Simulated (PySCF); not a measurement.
CHO2, SMILES [O]C=O (connectivity only; charge and spin as stated), charge -1, multiplicity 1. Atoms are numbered in the order given.

```xyz
4

O      0.0000     1.1349     0.2092
C      0.0000     0.0000    -0.3157
O      0.0000    -1.1349     0.2092
H      0.0000     0.0000    -1.4521
```
Charge -1, spin multiplicity 1.

The structure is a stationary point at B3LYP-D3(BJ)/def2-TZVPD. The spin state was assumed, not searched. The isomer is the one that the SMILES or the coordinates give; other isomers of the formula were not compared.

Calculation: r2SCAN/def2-TZVPD (PySCF).

The molecule is in vacuum. A positive occupied level means that this level leaves the electron formally unbound; only the finite basis holds it.

Estimate the frontier levels, gap, dipole moment and polarisability. (Estimate from the structure and the level; the computed values follow.)


The highest occupied level is 0.07 eV and the lowest empty level comes out as 4.80 eV. The orbital gap is 4.73 eV, the dipole moment about the centre of nuclear charge is 1.26 D and the mean static polarisability is 35.3 bohr³ (5.24 Å³). The polarisability, principal values is 24.1, 40.0, 42.0 bohr³.
